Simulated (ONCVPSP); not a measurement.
## Building the ONCV potential for mercury (PBEsol, scalar-relativistic).

* Element: mercury (Hg)
* Generator: ONCVPSP 4.0.1
* Type: optimised norm-conserving Vanderbilt (ONCV)
* Functional: PBEsol
* Relativity: scalar-relativistic
* Frozen core: [Kr] 4d10 4f14
* Valence charge: 20
* Reference configuration: 5s2 5p6 5d10 (charge +2)
* Partial waves: 5s: rc 1.50 bohr, ncon 4, nbas 8, qcut 10.5 1/bohr, 1 projector; 5p: rc 1.35 bohr, ncon 3, nbas 7, qcut 8.5 1/bohr, 2 projectors, debl 1.8 Ha; 5d: rc 2.20 bohr, ncon 4, nbas 8, qcut 6 1/bohr, 2 projectors, debl 3.2 Ha
* Local potential: polynomial inside 1.35 bohr (lpopt 5, dvloc0 2 Ha)
* Core correction: none

In the p channel the program set the typed energies aside and used -3.153, 0.250 Ha.

All-electron outer shells of the reference configuration (PBEsol, scalar-relativistic, ld1.x):

```
shell  level (eV)  outermost node (bohr)  outermost maximum (bohr)
   4f     -115.14                      –                      0.37
   5p      -85.81                   0.51                      0.93
   5d      -28.81                   0.55                      1.15
```

Task: Estimate the cutoffs (Ha) at which the residual kinetic energy of the hardest occupied pseudo-wave falls to 1 and 0.1 mHa per electron.

Result: 34 Ha and 40 Ha.

Task: What does a ghost test show?

Result: No bound ghost flagged; GHOST(+) flags only above 600 eV.

Task: Which valence shell sets the plane-wave cutoff?

Result: 5s: 34 Ha for 1 mHa per electron, against 28 Ha for 5p.

Task: Tests: 5s2 5p6 5d10 6s2; 5s2 5p6 5d10 6s1; 5s2 5p6 5d9; 5s2 5p6 5d8. Which has the largest error in its energy relative to the reference configuration, and how large is it?

Result: 5s2 5p6 5d10 6s2, with -1186 meV (all-electron minus pseudo) on -29.74 eV.
